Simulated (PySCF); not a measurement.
CH11N3Si2, SMILES C[Si@H](N)[SiH](N)N.

Coordinates come from a B3LYP-D3(BJ)/def2-SVP optimisation. The structure was generated by enumeration; whether it is a known compound was not checked. One conformer was computed; it need not be the lowest.

Method: TDA-PBE/def2-SVPD in PySCF.

Vertical excitations. 

```csv
state,energy (eV),λ (nm),f,main pairs
S1,4.82,257,0.008,HOMO→LUMO 98 %
S2,5.19,239,0.012,HOMO→LUMO+1 93 %
S3,5.28,235,0.038,HOMO−1→LUMO 94 %
S4,5.40,230,0.007,HOMO−2→LUMO 96 %
S5,5.58,222,0.016,HOMO−1→LUMO+1 98 %
S6,5.80,214,0.014,"HOMO−2→LUMO+1 79 %, HOMO→LUMO+2 15 %"
T1,4.53,274,0,HOMO→LUMO 98 %
T2,4.80,258,0,HOMO→LUMO+1 98 %
```
Triplets are in the Tamm–Dancoff approximation.
